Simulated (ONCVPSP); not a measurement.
Ranking ONCV potentials for calcium (Ca)

All share these settings but for the change named:

- Element: calcium
- Generator: ONCVPSP 4.0.1
- Type: optimised norm-conserving Vanderbilt (ONCV)
- Functional: PBE
- Relativity: scalar-relativistic
- Frozen core: [Ne]
- Valence charge: 10
- Reference configuration: 3s2 3p6 4s2
- Partial waves: 3s+4s: rc 1.80 bohr, ncon 3, nbas 7, qcut 6.2 1/bohr, 2 projectors; 3p: rc 1.40 bohr, ncon 4, nbas 7, qcut 9.6 1/bohr, 2 projectors, debl 1.7 Ha; d scattering state at 0.33 Ha: rc 1.40 bohr, ncon 4, nbas 9, qcut 6.5 1/bohr, local
- Local potential: the d channel
- Core correction: Teter function, fcfact 2.5, rcfact 1.7

In the d channel the program set the typed energies aside and used 0.050 Ha.

Test errors are all-electron minus pseudo excitation energies from the reference, over 3s2 3p6 4s1; 3s2 3p6 4s0; 3s2 3p6 4s1.5; 3s2 3p6 3d0.5 4s1.5. None of these files shows a bound ghost.

The base gives 3.9 meV.

Of 6 variants that were run, those that failed, showed a ghost or another fault, or gave nearly equal values are left out.

A variant can come out equal or close to the base, since the largest error may sit in a test that the change hardly touches while other tests move.

(1) Rank these variants by their largest absolute test error, smallest first.
A. d: nproj 1; local potential polynomial inside 1.20 bohr (lpopt 5, dvloc0 -1 Ha)
B. all radii but the core radius scaled by about 1.24 (s 2.22, p 1.74, d 1.74 bohr)
C. s: nproj 4

Answers

(1) A (2.5 meV), B (3.2 meV), C (3.8 meV).
